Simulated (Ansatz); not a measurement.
Basis sets compared for Na11⁺. Total charge 1; singlet. Geometry PBE/def2-SVP. Ansatz on 4 threads of Intel Xeon Platinum 8488C on a shared host; times are rough, and most runs start from earlier orbitals.

Cartesian coordinates in Å:
```
Na 1.7719 3.4665 1.4668
Na 0.0872 1.6297 3.9501
Na 1.7181 1.2788 -1.5812
Na -2.4743 -0.7545 1.8753
Na 1.9088 -2.3675 -1.5052
Na -0.2126 4.3570 -1.6825
Na -1.0191 -3.8274 0.0575
Na -0.4773 -4.8909 -3.0099
Na -1.2670 -0.6737 -1.5027
Na 1.2448 -0.3597 1.3528
Na -1.2804 2.1418 0.5790
```

The restricted singlet is unstable towards broken spin symmetry in Hartree–Fock (as tested in another run); at PBE/def2-SVP, PBE/def2-TZVP, PBE0/def2-SVP, PBE0/def2-TZVP this wasn't settled. Another isomer (singlet) lies 0.18 eV lower at PBE0/def2-TZVP; other spin states weren't run for this one.

```tsv
level	functions	energy (Eh)	HOMO (eV)	LUMO (eV)	wall time
PBE/def2-SVP	165	-1783.2508	-5.39	-4.84	3.7 s
PBE0/def2-SVP	165	-1783.4040	-5.73	-4.41	6.5 s
```

Q: Estimate the rows for PBE/def2-TZVP (with forces), PBE0/def2-TZVP.

A: 
```tsv
level	functions	energy (Eh)	HOMO (eV)	LUMO (eV)	wall time
PBE/def2-TZVP (with forces)	352	-1783.9065	-5.42	-4.86	8.5 s
PBE0/def2-TZVP	352	-1784.0533	-5.75	-4.42	25 s
```
